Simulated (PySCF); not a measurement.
Simulation results for CH₄AlFN, CH₅FNSi, CH₄AlNSi, ClH₄N₂Si and others

Computed with PySCF 2.14.0. Calculation on a computer-drawn molecule: optimised geometry and harmonic frequencies of an isolated molecule of the commonest isotopes, restricted reference for singlets and unrestricted otherwise, frozen core in MP2.

Common to all runs: method HF.

```yaml
- entry: 1
  formula: CH4AlFN
  start_structure:
    atoms_angstrom:
      - ["N", -0.5335, 1.9242, 0.8181]
      - [C, 0.7393, 1.5494, 1.0486]
      - [Al, 1.7815, 0.4217, -0.1109]
      - [F, 3.3319, -0.106, 0.2667]
      - [H, -0.9343, 1.6876, -0.0871]
      - [H, -0.955, 2.8054, 1.1772]
      - [H, 1.1188, 1.9862, 2.0471]
      - [H, 1.2972, -0.0653, -1.4213]
  given:
    charge: 0
    multiplicity: 2
    basis: "cc-pV(D+d)Z"
    drawn_bonds_atom: [1, 2, 3, 1, 1, 2, 3]
    drawn_bonds_other_atom: [2, 3, 4, 5, 6, 7, 8]
    drawn_bonds_order: [1, 1, 1, 1, 1, 1, 1]
  results:
    optimised_atom_element: ["N", C, Al, F, H, H, H, H]
    "optimised_atom_x [angstrom]": [-0.5756, 0.7463, 1.778, 3.313, -0.9504, -0.8967, 1.145, 1.286]
    "optimised_atom_y [angstrom]": [1.913, 1.55, 0.4059, 0.02251, 1.826, 2.742, 1.925, -0.1799]
    "optimised_atom_z [angstrom]": [0.8174, 1.007, -0.1103, 0.3897, -0.106, 1.278, 1.947, -1.484]
    "modes_frequency [cm^-1]": [137.1, 150.9, 321.3, 326.4, 512.2, 562.8, 689.8, 702.5, 723.2, 859.9, 1160, 1329, 1508, 1788, 2021, 3279, 3770, 3879]
    "modes_reduced_mass [dalton]": [3.29, 4.54, 2.671, 1.61, 1.339, 1.409, 3.605, 1.133, 1.185, 11.44, 1.08, 2.853, 1.64, 1.143, 1.044, 1.085, 1.048, 1.1]
    "rotational_constants [GHz]": [24.99, 2.642, 2.393]
    "total_energy [hartree]": -436.0537
    spin_squared: 0.7589
    "convergence_status_largest_gradient_component [hartree/bohr]": 3.139e-05
- entry: 2
  formula: CH5FNSi
  start_structure:
    atoms_angstrom:
      - ["N", 0.0621, -1.3959, 0.154]
      - [C, 0.1235, -0.5478, 1.2685]
      - [Si, 1.3709, 0.8569, 1.2407]
      - [F, 1.525, 1.2884, -0.3726]
      - [H, 0.351, -1.1078, -0.696]
      - [H, -0.8145, -1.9464, 0.2063]
      - [H, -0.3284, -0.8949, 2.1637]
      - [H, 2.7959, 0.6303, 1.6215]
      - [H, 0.8058, 2.032, 1.8871]
  given:
    charge: 0
    multiplicity: 2
    basis: "cc-pV(D+d)Z"
    drawn_bonds_atom: [1, 2, 3, 1, 1, 2, 3, 3]
    drawn_bonds_other_atom: [2, 3, 4, 5, 6, 7, 8, 9]
    drawn_bonds_order: [1, 1, 1, 1, 1, 1, 1, 1]
  results:
    optimised_atom_element: ["N", C, Si, F, H, H, H, H, H]
    "optimised_atom_x [angstrom]": [0.1719, 0.06864, 1.334, 1.215, 0.7505, -0.6909, -0.7905, 2.703, 1.13]
    "optimised_atom_y [angstrom]": [-1.592, -0.4127, 0.9109, 1.873, -1.562, -2.065, -0.3676, 0.3641, 1.766]
    "optimised_atom_z [angstrom]": [0.3977, 1.124, 1.141, -0.163, -0.4191, 0.21, 1.785, 1.077, 2.322]
    "modes_frequency [cm^-1]": [40.63, 214.0, 271.6, 351.1, 546.0, 627.5, 680.9, 761.5, 837.1, 874.5, 999.3, 1018, 1181, 1342, 1524, 1787, 2337, 2357, 3316, 3765, 3869]
    "modes_reduced_mass [dalton]": [2.546, 1.694, 1.987, 3.429, 1.277, 1.789, 1.345, 2.319, 1.183, 4.472, 1.208, 1.081, 1.101, 2.562, 1.749, 1.137, 1.043, 1.039, 1.087, 1.049, 1.099]
    "rotational_constants [GHz]": [13.26, 3.235, 2.894]
    "total_energy [hartree]": -483.6356
    spin_squared: 0.7604
    "convergence_status_largest_gradient_component [hartree/bohr]": 1.809e-05
- entry: 3
  formula: CH4AlNSi
  start_structure:
    atoms_angstrom:
      - ["N", 0.5677, 0.2532, -0.1364]
      - [C, 1.6028, 1.3786, 0.1515]
      - [Al, 1.2624, 1.251, -1.8174]
      - [Si, 2.0289, 1.7053, 1.8347]
      - [H, -0.3421, 0.4384, 0.3082]
      - [H, 0.8849, -0.6586, 0.1942]
      - [H, 2.9818, 2.7491, 2.2342]
      - [H, 1.5648, 1.0501, 3.1045]
  given:
    charge: 0
    multiplicity: 1
    basis: "cc-pV(D+d)Z"
    drawn_bonds_atom: [1, 2, 2, 1, 1, 4, 4]
    drawn_bonds_other_atom: [2, 3, 4, 5, 6, 7, 8]
    drawn_bonds_order: [1, 1, 2, 1, 1, 1, 1]
  results:
    optimised_atom_element: ["N", C, Al, Si, H, H, H, H]
    "optimised_atom_x [angstrom]": [0.2953, 1.28, 2.281, 1.921, 0.04521, 0.3534, 2.859, 1.516]
    "optimised_atom_y [angstrom]": [0.07376, 1.033, 1.961, 1.728, -0.4869, -0.4807, 2.842, 1.497]
    "optimised_atom_z [angstrom]": [0.1258, 0.298, -1.185, 1.748, 0.9168, -0.7054, 1.53, 3.146]
    "modes_frequency [cm^-1]": [136.5, 157.2, 238.6, 250.2, 453.4, 484.6, 514.3, 603.6, 688.8, 896.2, 1009, 1314, 1353, 1805, 2346, 2357, 3756, 3855]
    "modes_reduced_mass [dalton]": [3.224, 2.679, 1.148, 3.267, 1.269, 2.25, 1.308, 1.61, 1.866, 3.392, 1.129, 1.427, 4.263, 1.11, 1.03, 1.053, 1.048, 1.1]
    "rotational_constants [GHz]": [5.571, 3.827, 2.273]
    "total_energy [hartree]": -625.4144
    "convergence_status_largest_gradient_component [hartree/bohr]": 3.646e-05
- entry: 4
  formula: ClH4N2Si
  start_structure:
    atoms_angstrom:
      - ["N", -1.311, -3.4714, 1.7789]
      - [Si, -1.8871, -1.9105, 1.724]
      - ["N", -0.6827, -0.7342, 2.1455]
      - [Cl, -3.6563, -1.3766, 1.3671]
      - [H, -1.9444, -4.2609, 1.6126]
      - [H, -0.3979, -3.7455, 1.9481]
      - [H, -0.7972, 0.2471, 2.1243]
      - [H, 0.284, -0.9335, 2.2122]
  given:
    charge: 1
    multiplicity: 1
    basis: "cc-pV(D+d)Z"
    drawn_bonds_atom: [1, 2, 2, 1, 1, 3, 3]
    drawn_bonds_other_atom: [2, 3, 4, 5, 6, 7, 8]
    drawn_bonds_order: [1, 1, 1, 1, 1, 1, 1]
  results:
    optimised_atom_element: ["N", Si, "N", Cl, H, H, H, H]
    "optimised_atom_x [angstrom]": [-1.341, -1.748, -0.6654, -3.611, -2.006, -0.4161, -0.9116, 0.3072]
    "optimised_atom_y [angstrom]": [-3.482, -1.903, -0.723, -1.404, -4.213, -3.833, 0.2523, -0.8802]
    "optimised_atom_z [angstrom]": [1.767, 1.774, 2.079, 1.401, 1.58, 1.947, 2.084, 2.281]
    "modes_frequency [cm^-1]": [241.3, 273.7, 322.8, 325.6, 477.8, 543.3, 578.1, 617.0, 812.8, 894.4, 1039, 1157, 1665, 1679, 3742, 3750, 3842, 3844]
    "modes_reduced_mass [dalton]": [4.737, 2.781, 1.014, 8.624, 1.037, 1.246, 1.195, 8.783, 1.231, 1.668, 3.772, 6.284, 1.14, 1.119, 1.05, 1.052, 1.098, 1.1]
    "rotational_constants [GHz]": [6.956, 3.613, 2.378]
    "total_energy [hartree]": -859.5476
    "convergence_status_largest_gradient_component [hartree/bohr]": 2.905e-05
- entry: 5
  formula: H5N2OSi
  start_structure:
    atoms_angstrom:
      - ["N", 0.1279, -1.8448, -2.2472]
      - [Si, -0.9205, -0.8254, -1.4846]
      - ["N", -2.1996, -1.1993, -0.6199]
      - [O, -0.6628, 0.8254, -1.5956]
      - [H, 0.9772, -1.6073, -2.8831]
      - [H, 0.0028, -2.888, -2.3546]
      - [H, -2.5472, -2.1457, -0.4683]
      - [H, -2.7423, -0.5563, -0.1415]
      - [H, -0.0184, 1.3733, -2.0766]
  given:
    charge: 1
    multiplicity: 1
    basis: "cc-pV(D+d)Z"
    drawn_bonds_atom: [1, 2, 2, 1, 1, 3, 3, 4]
    drawn_bonds_other_atom: [2, 3, 4, 5, 6, 7, 8, 9]
    drawn_bonds_order: [1, 1, 1, 1, 1, 1, 1, 1]
  results:
    optimised_atom_element: ["N", Si, "N", O, H, H, H, H, H]
    "optimised_atom_x [angstrom]": [0.08448, -0.8859, -2.169, -0.6459, 0.8828, -0.04794, -2.449, -2.765, 0.01248]
    "optimised_atom_y [angstrom]": [-1.832, -0.76, -1.227, 0.7886, -1.571, -2.828, -2.18, -0.5642, 1.305]
    "optimised_atom_z [angstrom]": [-2.286, -1.528, -0.6396, -1.606, -2.838, -2.253, -0.4932, -0.175, -2.052]
    "modes_frequency [cm^-1]": [225.4, 284.6, 315.1, 373.1, 379.9, 465.5, 523.6, 558.3, 662.0, 818.4, 880.5, 900.3, 1160, 1189, 1668, 1683, 3753, 3761, 3851, 3857, 4138]
    "modes_reduced_mass [dalton]": [1.044, 2.606, 3.261, 7.994, 1.102, 1.046, 1.236, 1.199, 1.24, 1.34, 3.37, 1.572, 6.399, 6.076, 1.141, 1.121, 1.051, 1.052, 1.098, 1.099, 1.07]
    "rotational_constants [GHz]": [7.428, 6.895, 3.576]
    "total_energy [hartree]": -475.5001
    "convergence_status_largest_gradient_component [hartree/bohr]": 3.664e-05
- entry: 6
  formula: H4NO2Si
  start_structure:
    atoms_angstrom:
      - ["N", -0.2514, 0.5903, -1.9007]
      - [Si, 0.5563, 1.9655, -1.6485]
      - [O, 2.006, 2.0344, -2.0868]
      - [O, -0.3271, 3.0997, -0.8586]
      - [H, -1.1939, 0.3768, -1.6361]
      - [H, 0.2546, -0.2199, -2.3681]
      - [H, 2.6757, 2.7617, -2.149]
      - [H, -0.1701, 3.9449, -0.6283]
  given:
    charge: 1
    multiplicity: 1
    basis: "cc-pV(D+d)Z"
    drawn_bonds_atom: [1, 2, 2, 1, 1, 3, 4]
    drawn_bonds_other_atom: [2, 3, 4, 5, 6, 7, 8]
    drawn_bonds_order: [1, 1, 1, 1, 1, 1, 1]
  results:
    optimised_atom_element: ["N", Si, O, O, H, H, H, H]
    "optimised_atom_x [angstrom]": [-0.2327, 0.5161, 1.996, -0.2991, -1.183, 0.2103, 2.628, -0.08534]
    "optimised_atom_y [angstrom]": [0.546, 1.955, 2.088, 3.073, 0.3683, -0.2304, 2.795, 3.959]
    "optimised_atom_z [angstrom]": [-1.906, -1.633, -2.116, -0.9081, -1.631, -2.366, -2.074, -0.6411]
    "modes_frequency [cm^-1]": [291.2, 296.0, 334.0, 385.1, 394.5, 490.5, 577.1, 617.2, 695.9, 884.5, 905.7, 1202, 1205, 1665, 3750, 3852, 4119, 4132]
    "modes_reduced_mass [dalton]": [3.064, 1.111, 3.531, 4.267, 1.388, 1.009, 1.209, 1.158, 1.513, 1.346, 4.383, 6.168, 9.086, 1.139, 1.051, 1.1, 1.07, 1.07]
    "rotational_constants [GHz]": [7.427, 7.389, 3.704]
    "total_energy [hartree]": -495.3307
    "convergence_status_largest_gradient_component [hartree/bohr]": 3.593e-05
- entry: 7
  formula: FH5NSi2
  start_structure:
    atoms_angstrom:
      - ["N", -0.0753, 2.8147, 0.0953]
      - [Si, -0.5889, 1.5307, 1.031]
      - [Si, -2.696, 0.6345, 0.68]
      - [F, -2.2755, -0.7848, -0.0659]
      - [H, 0.8569, 3.3177, 0.1433]
      - [H, -0.5984, 3.2824, -0.6052]
      - [H, 0.5412, 1.1786, 1.9208]
      - [H, -3.297, 0.2678, 1.9478]
      - [H, -3.4173, 1.3975, -0.2725]
  given:
    charge: 1
    multiplicity: 1
    basis: "cc-pV(D+d)Z"
    drawn_bonds_atom: [1, 2, 3, 1, 1, 2, 3, 3]
    drawn_bonds_other_atom: [2, 3, 4, 5, 6, 7, 8, 9]
    drawn_bonds_order: [1, 1, 1, 1, 1, 1, 1, 1]
  results:
    optimised_atom_element: ["N", Si, Si, F, H, H, H, H, H]
    "optimised_atom_x [angstrom]": [-0.09005, -0.4962, -2.687, -2.309, 0.8222, -0.7097, 0.6117, -3.362, -3.33]
    "optimised_atom_y [angstrom]": [2.94, 1.507, 0.5384, -0.9788, 3.36, 3.499, 0.9114, 0.6606, 1.202]
    "optimised_atom_z [angstrom]": [0.1803, 0.8697, 0.6238, 0.2926, 0.2638, -0.3821, 1.621, 1.914, -0.5087]
    "modes_frequency [cm^-1]": [28.95, 137.0, 196.8, 366.4, 435.4, 568.0, 695.2, 725.1, 745.2, 759.1, 900.8, 919.5, 985.0, 1006, 1063, 1689, 2410, 2417, 2433, 3734, 3829]
    "modes_reduced_mass [dalton]": [3.659, 4.116, 4.228, 1.563, 3.327, 1.243, 1.223, 1.065, 1.127, 1.077, 1.292, 3.292, 1.48, 1.171, 4.059, 1.131, 1.027, 1.044, 1.057, 1.052, 1.098]
    "rotational_constants [GHz]": [11.7, 1.972, 1.819]
    "total_energy [hartree]": -734.4991
    "convergence_status_largest_gradient_component [hartree/bohr]": 1.326e-05
- entry: 8
  formula: ClH3NSi
  start_structure:
    atoms_angstrom:
      - ["N", -2.0597, -0.3019, -0.5704]
      - [Si, -0.8199, 0.03, 0.6821]
      - [Cl, 0.538, 1.4416, -0.6002]
      - [H, -2.3166, 0.5725, -1.1338]
      - [H, -2.8659, -0.6418, -0.1593]
      - [H, -1.3321, 1.1747, 1.4678]
  given:
    charge: -1
    multiplicity: 1
    basis: "aug-cc-pV(D+d)Z"
    drawn_bonds_atom: [1, 2, 1, 1, 2]
    drawn_bonds_other_atom: [2, 3, 4, 5, 6]
    drawn_bonds_order: [1, 1, 1, 1, 1]
  results:
    optimised_atom_element: ["N", Si, Cl, H, H, H]
    "optimised_atom_x [angstrom]": [-2.328, -0.8925, 0.611, -2.629, -2.309, -1.309]
    "optimised_atom_y [angstrom]": [-0.1185, 0.07141, 1.155, 0.6765, -0.9187, 1.409]
    "optimised_atom_z [angstrom]": [-0.2401, 0.8106, -0.6845, -0.7724, -0.8422, 1.415]
    "modes_frequency [cm^-1]": [194.1, 273.3, 352.1, 579.9, 735.0, 741.7, 826.4, 1019, 1695, 2021, 3727, 3819]
    "modes_reduced_mass [dalton]": [4.237, 10.31, 1.087, 1.594, 1.248, 2.44, 1.046, 1.209, 1.102, 1.043, 1.05, 1.093]
    "rotational_constants [GHz]": [15.69, 3.586, 3.04]
    "total_energy [hartree]": -804.7186
    "convergence_status_largest_gradient_component [hartree/bohr]": 1.551e-05
```
